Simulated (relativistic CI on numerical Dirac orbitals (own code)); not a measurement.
Magnetism of Sc2+, 3d, in a crystal field

Calculated by Dirac-Coulomb-Breit CI, KLI orbitals optimised for each configuration, model QED (radiative potential, 1s self-energy scaled to tabulated hydrogen-like ionisation energies), valence Slater integrals scaled by 0.85, one configuration in a parametric crystal field (own radial code).

Field parameters in Wybourne normalisation: Oh B⁴₀ = 21Dq, B⁴₄ = √(5/14) B⁴₀. The field is a parameter set, without covalency.

S is read from ⟨S²⟩ = S(S + 1).

Powder χT (cm³ K mol⁻¹) by Van Vleck's formula, with temperature-independent terms:

```
                Field     2 K     5 K    10 K   20 K   50 K  100 K  200 K  300 K
 Oh, 10Dq = 3250 cm⁻¹  0.0116  0.0274  0.0536  0.106  0.253  0.405  0.531  0.591
 Oh, 10Dq = 5850 cm⁻¹  0.0109  0.0268  0.0533  0.106  0.254  0.403   0.52  0.571
 Oh, 10Dq = 8450 cm⁻¹  0.0108  0.0267  0.0533  0.106  0.254  0.402  0.516  0.564
Oh, 10Dq = 11050 cm⁻¹  0.0107  0.0267  0.0533  0.107  0.254  0.402  0.514   0.56
Oh, 10Dq = 13650 cm⁻¹  0.0107  0.0267  0.0534  0.107  0.255  0.402  0.513  0.557
Oh, 10Dq = 16250 cm⁻¹  0.0107  0.0267  0.0534  0.107  0.255  0.401  0.512  0.555
Oh, 10Dq = 18850 cm⁻¹  0.0107  0.0267  0.0534  0.107  0.255  0.401  0.511  0.554
Oh, 10Dq = 21450 cm⁻¹  0.0107  0.0267  0.0534  0.107  0.255  0.401  0.511  0.553
```

For Oh, 10Dq = 8450 cm⁻¹: what effective moment follows at 300 K?

μ_eff = √(8χT) = 2.12 μB. The ground level has S = 0.50; the spin-only moment for S = 1/2 is 1.73 μB. The difference comes from the orbital moment, spin-orbit mixing of terms and temperature-independent paramagnetism, all larger in this ionic model than in covalent complexes.
